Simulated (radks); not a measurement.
Ionisation of neutral neodymium, [Xe] 4f4 6s2, to [Xe] 4f4 6s1 as the strength of local exchange is varied. All-electron calculation, scalar-relativistic Kohn-Sham, Slater X-alpha exchange (alpha = 2/3 is LDA exchange), no correlation, spin-polarised, spherical densities, finite nucleus; open shells are filled with parallel spins first (spin-orbit coupling, left out, can overturn this in heavy ions); Fermi nuclear charge, rms radius 4.9123 fm. Program: a radial shooting solver on a logarithmic mesh with Libxc functionals.

alpha  E(Nd) (hartree)  exchange (hartree)  IE (eV)  -e of the level emptied (eV)  <r> of it (bohr)
0.667       -9610.9172           -209.5009    4.621                    2.698 (6s)             4.619
0.69        -9618.1682           -216.8955    4.707                    2.789 (6s)             4.589
0.726       -9629.5290           -228.4911    4.845                    2.935 (6s)             4.542
0.728       -9630.1606           -229.1361    4.853                    2.943 (6s)             4.539
0.804       -9654.1916           -253.7057    5.157                    3.265 (6s)             4.440
0.85        -9668.7665           -268.6339    5.347                    3.468 (6s)             4.381
0.952       -9701.1646           -301.8893    5.784                    3.938 (6s)             4.255
0.965       -9705.3016           -306.1430    5.841                    4.000 (6s)             4.240

NIST Atomic Spectra Database: 5.525 eV (measured). The Delta-SCF value meets it near alpha = 0.89. Open shells are spherical and high-spin; term and fine-structure splittings are not resolved. Spin-orbit splitting is averaged out at the scalar-relativistic level.
